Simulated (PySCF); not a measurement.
Geometries of 3 isomers of C2H5NOSi, from PBE0-D3(BJ)/def2-SVP geometry optimisation, gas phase (PySCF). One conformer each, no zero-point energy, no frequencies.

Question: Which is lowest in electronic energy at this level?
A.
```xyz
10
angstrom
C     -1.431   -0.143    0.055
Si     0.365    0.207    0.330
O      0.748    1.616   -0.453
C      1.370   -1.186   -0.416
N      1.991   -2.047   -0.886
H     -2.044    0.660    0.493
H     -1.720   -1.097    0.520
H     -1.647   -0.198   -1.022
H      0.758    0.238    1.767
H      1.658    1.924   -0.409
```
B.
```xyz
10
angstrom
Si     1.161   -0.087    0.294
O     -0.178    0.751    0.857
C     -1.432    0.261    1.117
C     -2.110   -0.666    0.250
N     -1.626   -1.206    1.283
H      2.191    0.959    0.063
H      1.652   -1.087    1.285
H      0.847   -0.788   -0.990
H     -1.974    0.924    1.802
H     -2.639   -0.975   -0.657
```
C.
```xyz
10
angstrom
Si     1.929    0.143    0.171
O      0.438    0.208    1.020
C     -0.695   -0.042    0.412
N     -1.151   -0.380   -0.702
C     -2.121   -0.119    0.475
H      1.872    1.085   -0.979
H      2.931    0.570    1.178
H      2.172   -1.251   -0.286
H     -2.624   -0.996    0.906
H     -2.742    0.786    0.412
```

Answer: A. That is `C[Si@H](O)C#N`, 58.5 kcal/mol below the next.

```json
{"SMILES": "C[Si@H](O)C#N", "atoms numbered as above": "[CH3:1][Si@H:2]([OH:3])[C:4]#[N:5]", "E (Eh)": "-498.12783", "relative (kcal/mol)": "0.0", "relative (kJ/mol)": "0.0", "dipole (D)": "3.14"}
{"SMILES": "[SiH3]OC1=NC1", "atoms numbered as above": "[SiH3:1][O:2][C:3]1=[N:4][CH2:5]1", "E (Eh)": "-498.03457", "relative (kcal/mol)": "58.5", "relative (kJ/mol)": "244.8", "dipole (D)": "1.95"}
{"SMILES": "[SiH3]O[C@H]1C=N1", "atoms numbered as above": "[SiH3:1][O:2][C@H:3]1[CH:4]=[N:5]1", "E (Eh)": "-498.02561", "relative (kcal/mol)": "64.1", "relative (kJ/mol)": "268.4", "dipole (D)": "1.79"}
```

As drawn, the lowest has a C≡N group, an O–H bond and an Si–C bond, which the highest lacks; the highest has a three-membered ring and a C=N bond, which the lowest lacks.
